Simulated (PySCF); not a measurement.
CH7ClN2Sn (SMILES [CH3][Sn]([NH2])([NH2])[Cl]), singlet, at a GFN2-xTB geometry (such geometries of metal compounds can be far from the true shape) (all electrons, no relativity), with bond 8-1 at 2.4 times its length; CASCI(4,5)+NEVPT2/STO-3G (PySCF).

The PySCF input:
```python
from pyscf import gto, scf, mcscf, mrpt
import numpy

mol = gto.M(
    atom='''
C     2.065854   -0.124793    0.930689
Sn    0.039695    0.123937    0.191593
N    -1.303718   -0.544727    1.572942
N    -0.394918    2.100675   -0.162347
Cl   -0.287269   -1.145837   -1.759592
H     2.157288   -1.118424    1.351676
H     2.244949    0.619242    1.696104
H     3.755649    0.170824   -1.023703
H    -1.859598   -1.325415    1.244755
H    -1.956165    0.179307    1.849565
H     0.310020    2.557477   -0.729182
H    -1.272295    2.228907   -0.654161
''',
    basis='sto-3g',
    charge=0,
    spin=0,
    verbose=4,
)

mf = scf.RHF(mol)
mf.kernel()
mc = mcscf.CASCI(mf, 5, 4)
mc.fix_spin_(ss=0.0)
mc.kernel()
occ = numpy.linalg.eigvalsh(mc.fcisolver.make_rdm1(mc.ci, mc.ncas, mc.nelecas))[::-1]
ss = mc.fcisolver.spin_square(mc.ci, mc.ncas, mc.nelecas)[0]
print('natural occupations', occ.round(4), ' <S^2>', round(ss, 4))
e2 = mrpt.NEVPT(mc).kernel()
print('E(NEVPT2) = %.10f' % (mc.e_tot + e2))
```

What the program printed (banner, timings and long lists left out):

```
PySCF version 2.14.0

[INPUT] verbose = 4
[INPUT] num. atoms = 12
[INPUT] num. electrons = 94
[INPUT] charge = 0
[INPUT] spin (= nelec alpha-beta = 2S) = 0
[INPUT] symmetry False subgroup None
[INPUT] Mole.unit = angstrom
[INPUT] Symbol           X                Y                Z      unit          X                Y                Z       unit  Magmom
[...]
nuclear repulsion = 635.875204397602
number of shells = 32
number of NR pGTOs = 174
number of NR cGTOs = 58
basis = sto-3g
ecp = {}

******** <class 'pyscf.scf.hf.RHF'> ********
method = RHF
initial guess = minao
damping factor = 0
level_shift factor = 0
DIIS = <class 'pyscf.scf.diis.CDIIS'>
diis_start_cycle = 1
diis_space = 8
diis_damp = 0
SCF conv_tol = 1e-09
SCF conv_tol_grad = None
SCF max_cycles = 50
direct_scf = True
direct_scf_tol = 1e-13
Set gradient conv threshold to 3.16228e-05
Initial guess from minao.
init E= -6549.36445453527
[...]
cycle= 1 E= -6566.35379270505  delta_E=  -17  |g|= 0.62  |ddm|= 4.21
[...]
cycle= 2 E= -6566.47156568322  delta_E= -0.118  |g|= 0.477  |ddm|= 2.15
[...]
cycle= 3 E= -6566.58189046777  delta_E= -0.11  |g|= 0.191  |ddm|= 1.18
[...]
cycle= 4 E= -6566.59973599748  delta_E= -0.0178  |g|= 0.0278  |ddm|= 0.336
[...]
cycle= 5 E= -6566.60037773348  delta_E= -0.000642  |g|= 0.00861  |ddm|= 0.0826
[...]
cycle= 6 E= -6566.60047977837  delta_E= -0.000102  |g|= 0.00368  |ddm|= 0.0361
[...]
cycle= 7 E= -6566.60049928399  delta_E= -1.95e-05  |g|= 0.000904  |ddm|= 0.0164
[...]
cycle= 8 E= -6566.60050061054  delta_E= -1.33e-06  |g|= 0.000339  |ddm|= 0.00388
[...]
cycle= 9 E= -6566.60050076572  delta_E= -1.55e-07  |g|= 9.62e-05  |ddm|= 0.00138
[...]
cycle= 10 E= -6566.60050078049  delta_E= -1.48e-08  |g|= 2.17e-05  |ddm|= 0.000512
[...]
cycle= 11 E= -6566.60050078113  delta_E= -6.4e-10  |g|= 4.37e-06  |ddm|= 0.000111
[...]
Extra cycle  E= -6566.60050078114  delta_E= -4.55e-12  |g|= 2.07e-06  |ddm|= 1.16e-05
converged SCF energy = -6566.60050078114

******** <class 'pyscf.mcscf.casci.CASCI'> ********
CAS (2e+2e, 5o), ncore = 45, nvir = 8
natorb = False
canonicalization = True
sorting_mo_energy = False
******** <class 'pyscf.fci.addons.SpinPenaltyFCISolver'> ********
max. cycles = 200
conv_tol = 1e-08
davidson only = True
linear dependence = 1e-12
level shift = 0.001
max iter space = 12
nroots = 1
pspace_size = 400
spin = None
Density matrix diagonal elements [1.99875809e+00 1.32157109e+00 6.77030744e-01 7.52555661e-04
 1.88752144e-03]
CASCI converged
CASCI E = -6566.76843654620  E(CI) = -2.66396507574700  S^2 = 0.0000000
natural occupations [1.9989e+00 1.3220e+00 6.7800e-01 1.1000e-03 0.0000e+00]  <S^2> 0.0

******** <class 'pyscf.mrpt.nevpt2.NEVPT'> ********
NEVPT2 (2e+2e, 5o), ncore = 45, nvir = 8
root = 0
Natural occ [1.99887246e+00 1.32197650e+00 6.78008229e-01 1.09942961e-03
 4.33744647e-05]
Natural orbital (expansion on meta-Lowdin AOs) in CAS space
               #1        #2        #3        #4        #5
0 C 1s           0.00029  -0.00075   0.00166   0.00291   0.00016
0 C 2s          -0.05208   0.17191  -0.25000  -0.18706   0.00244
0 C 2px          0.11153   0.49370  -0.43683   0.28138   0.04689
0 C 2py         -0.03507   0.05668  -0.07007  -0.02004   0.02571
0 C 2pz          0.09598  -0.40447   0.45396   0.10852  -0.01741
1 Sn 1s         -0.00005  -0.00010   0.00008   0.00060  -0.00009
1 Sn 2s          0.00021   0.00039  -0.00035  -0.00314   0.00052
1 Sn 3s         -0.00055  -0.00103   0.00096   0.00893  -0.00150
1 Sn 4s          0.00176   0.00328  -0.00237  -0.01252   0.00199
1 Sn 5s         -0.04062  -0.07795   0.06868   0.64226  -0.09815
1 Sn 2px        -0.00007   0.00019  -0.00009   0.00000  -0.00007
1 Sn 2py        -0.00024  -0.00004   0.00006  -0.00019  -0.00066
1 Sn 2pz         0.00024   0.00016  -0.00020   0.00020  -0.00049
1 Sn 3px         0.00017  -0.00051   0.00041   0.00022   0.00042
1 Sn 3py         0.00060   0.00006  -0.00021   0.00096   0.00340
1 Sn 3pz        -0.00051  -0.00010   0.00037  -0.00082   0.00255
1 Sn 4px        -0.00131   0.00433  -0.00225  -0.00048  -0.00158
1 Sn 4py        -0.00559  -0.00054   0.00103  -0.00288  -0.01303
1 Sn 4pz         0.00513   0.00224  -0.00314   0.00429  -0.01056
1 Sn 5px         0.04616  -0.12013   0.06710   0.02231   0.07724
1 Sn 5py         0.14264   0.02390  -0.05186   0.20075   0.66104
1 Sn 5pz        -0.13939  -0.08639   0.12975  -0.16875   0.48778
1 Sn 3dxy       -0.00043   0.00025  -0.00021   0.00039   0.00059
1 Sn 3dyz       -0.00032  -0.00008   0.00009   0.00026   0.00120
1 Sn 3dz^2       0.00018  -0.00005   0.00014   0.00054   0.00112
1 Sn 3dxz        0.00044  -0.00082   0.00064  -0.00029   0.00005
1 Sn 3dx2-y2    -0.00142  -0.00000  -0.00028   0.00034   0.00037
1 Sn 4dxy        0.01588  -0.00879   0.00679  -0.01184  -0.01766
1 Sn 4dyz        0.01286   0.00307  -0.00364  -0.00758  -0.03606
1 Sn 4dz^2      -0.00772   0.00252  -0.00498  -0.01624  -0.03387
1 Sn 4dxz       -0.01574   0.02930  -0.02074   0.00838  -0.00183
1 Sn 4dx2-y2     0.05290  -0.00107   0.01009  -0.01079  -0.01148
2 N 1s           0.00022  -0.00044   0.00065   0.00204   0.00001
2 N 2s           0.18382   0.05765  -0.06279  -0.12417  -0.01028
2 N 2px          0.26090   0.10057  -0.07384  -0.06502   0.00258
2 N 2py         -0.25741   0.02605  -0.02197  -0.06243   0.03199
2 N 2pz          0.67226  -0.04744   0.03853   0.16689  -0.05368
3 N 1s          -0.00051  -0.00002  -0.00014   0.00442   0.00289
3 N 2s          -0.04320   0.01445   0.00208  -0.28441  -0.21784
3 N 2px          0.05876   0.00747   0.00122  -0.06954  -0.02429
3 N 2py         -0.40928   0.01046  -0.02190   0.35626   0.11570
3 N 2pz         -0.26814   0.03923  -0.02600   0.05170  -0.06861
4 Cl 1s         -0.00000  -0.00000   0.00001  -0.00023   0.00035
4 Cl 2s         -0.00026   0.00004  -0.00016   0.00388  -0.00590
4 Cl 3s         -0.00463  -0.00190   0.00519  -0.08715   0.14713
4 Cl 2px         0.00046  -0.00038   0.00015   0.00100  -0.00149
4 Cl 2py         0.00116   0.00029  -0.00051   0.00431  -0.00432
4 Cl 2pz        -0.00161  -0.00006  -0.00005   0.00494  -0.00851
4 Cl 3px        -0.05367   0.02970  -0.00774  -0.04290   0.06197
4 Cl 3py        -0.13893  -0.02374   0.02878  -0.18162   0.18045
4 Cl 3pz         0.18216   0.00205   0.00480  -0.20965   0.35148
5 H 1s           0.04947  -0.04921   0.04422   0.06861   0.06722
6 H 1s           0.02639  -0.04985   0.05100   0.01882  -0.10387
7 H 1s          -0.00249   0.70937   0.69776   0.00097   0.00106
8 H 1s          -0.02751  -0.03297   0.02496   0.07261   0.10014
9 H 1s          -0.04001  -0.03330   0.02728   0.03671  -0.07438
10 H 1s         -0.03690   0.00194  -0.00157   0.10451   0.07658
11 H 1s         -0.01463  -0.01810   0.00705   0.12318   0.12042
<CAS-nat-orb|mo-hf>  46     46       0.99994200
<CAS-nat-orb|mo-hf>  47     47       0.99965040
<CAS-nat-orb|mo-hf>  48     48       0.99875625
<CAS-nat-orb|mo-hf>  49     49       0.78694579
<CAS-nat-orb|mo-hf>  49     50       0.61638582
<CAS-nat-orb|mo-hf>  50     49      -0.61699205
<CAS-nat-orb|mo-hf>  50     50       0.78615298
Sr    (-1)',   E = -0.00343191728365
Si    (+1)',   E = -0.00770228403137
Sijrs (0)  ,   E = -0.09823654439086
Sijr  (+1) ,   E = -0.02924208488302
Srsi  (-1) ,   E = -0.01106570188411
Srs   (-2) ,   E = -0.00102919325953
Sij   (+2) ,   E = -0.01025824513390
Sir   (0)' ,   E = -0.01202556935311
Nevpt2 Energy = -0.172991540219552
E(NEVPT2) = -6566.9414280864
```
